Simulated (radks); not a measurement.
Neutral selenium inside a hard spherical wall (all orbitals vanish at R), configuration held at [Ar] 3d10 4s2 4p4 and not refilled when levels cross. Method: non-relativistic Kohn-Sham, LDA (Slater exchange, VWN5 correlation), spin-polarised, spherical densities, point nucleus; open shells are filled with parallel spins first; computed with a radial shooting solver on a logarithmic mesh with Libxc functionals. Eigenvalues in eV for spin up, with the zero of energy where the potential of the charges vanishes at infinity; a dash marks a level that is unbound or too diffuse for the functional's potential to be trusted. A positive occupied level is held by the wall or, in an anion where self-interaction has pushed it up, behind a barrier. The pressure on the wall is -dE/dV.

R (bohr) = free: E (hartree) -2398.13493; kinetic (hartree) 2395.963; e(3p) -151.08; e(3d) -54.726; e(4s) -17.463; e(4p) -7.214; e(5s, empty) -0.482; e(5p, empty) -; pressure (GPa) 0
R (bohr) = 20: E (hartree) -2398.13493; kinetic (hartree) 2395.963; e(3p) -151.08; e(3d) -54.726; e(4s) -17.463; e(4p) -7.214; e(5s, empty) -0.475; e(5p, empty) 0.410; pressure (GPa) < 0.0001
R (bohr) = 15: E (hartree) -2398.13493; kinetic (hartree) 2395.963; e(3p) -151.08; e(3d) -54.726; e(4s) -17.463; e(4p) -7.214; e(5s, empty) -0.431; e(5p, empty) 0.687; pressure (GPa) < 0.0001
R (bohr) = 12: E (hartree) -2398.13493; kinetic (hartree) 2395.963; e(3p) -151.08; e(3d) -54.726; e(4s) -17.462; e(4p) -7.214; e(5s, empty) -0.299; e(5p, empty) 1.126; pressure (GPa) < 0.0001
R (bohr) = 10: E (hartree) -2398.13487; kinetic (hartree) 2395.963; e(3p) -151.08; e(3d) -54.720; e(4s) -17.457; e(4p) -7.209; e(5s, empty) -0.014; e(5p, empty) 1.809; pressure (GPa) 0.00186
R (bohr) = 8: E (hartree) -2398.13399; kinetic (hartree) 2395.972; e(3p) -151.01; e(3d) -54.654; e(4s) -17.404; e(4p) -7.157; e(5s, empty) 0.870; e(5p, empty) 3.481; pressure (GPa) 0.0483
R (bohr) = 7: E (hartree) -2398.13109; kinetic (hartree) 2395.996; e(3p) -150.85; e(3d) -54.498; e(4s) -17.282; e(4p) -7.035; e(5s, empty) 1.980; e(5p, empty) 5.292; pressure (GPa) 0.258
R (bohr) = 4: E (hartree) -2397.83362; kinetic (hartree) 2397.517; e(3p) -145.32; e(3d) -49.025; e(4s) -13.161; e(4p) -2.231; e(5s, empty) 23.200; e(5p, empty) 32.032; pressure (GPa) 68.4
R (bohr) = 3.5: E (hartree) -2397.47049; kinetic (hartree) 2399.032; e(3p) -141.43; e(3d) -45.206; e(4s) -9.937; e(4p) 1.715; e(5s, empty) 37.770; e(5p, empty) 48.513; pressure (GPa) 205
R (bohr) = 2.5: E (hartree) -2394.43398; kinetic (hartree) 2409.422; e(3p) -124.17; e(3d) -28.287; e(4s) 9.710; e(4p) 25.226; e(5s, empty) 115.73; e(5p, empty) 131.73; pressure (GPa) 2580
